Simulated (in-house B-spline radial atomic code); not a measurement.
A radial electron density 4πr²n(r) was computed for an atom or ion in its tabulated ground configuration with an all-electron radial atomic-structure program (B-spline basis); method: non-relativistic RPBE, spin-polarised, spherical fractional occupations. Columns: r (bohr), 4πr²n(r) (electrons per bohr), bar.

```
 0.00308   0.7457 #
 0.00367    1.032 ##
 0.00436    1.412 ##
 0.00519     1.93 ###
 0.00618    2.619 ####
 0.00736    3.527 ######
 0.00876    4.698 #######
  0.0104    6.161 ##########
  0.0124    8.022 #############
  0.0148    10.29 ################
  0.0176    12.87 #####################
  0.0209    15.71 #########################
  0.0249    18.73 ##############################
  0.0297    21.65 ###################################
  0.0353    24.03 ######################################
  0.0421    25.61 #########################################
  0.0501       26 #########################################
  0.0596    25.14 ########################################
  0.0709    23.27 #####################################
  0.0845    21.04 ##################################
   0.101    19.43 ###############################
    0.12    19.41 ###############################
   0.142    21.15 ##################################
    0.17    24.29 #######################################
   0.202    26.99 ###########################################
    0.24    27.58 ############################################
   0.286    24.89 ########################################
   0.341    19.35 ###############################
   0.405    13.16 #####################
   0.483    8.411 #############
   0.574    6.516 ##########
   0.684    6.663 ###########
   0.814    6.999 ###########
   0.969    6.127 ##########
    1.15    4.168 #######
    1.37    2.092 ###
    1.63    0.767 #
    1.95   0.1882 
    2.32   0.0311 
    2.76 0.003109 
    3.28 0.0001774
```

(1) Which atom or ion is it?
A. Ti7+
B. Ti6+
C. V7+
D. Mn8+

Answers

(1) A. The area under the curve, ∫4πr²n dr = ∫r·4πr²n d(ln r) on this logarithmic grid, is 15 electrons, which only this option has. The configuration is [Ne] 3s2 3p3.
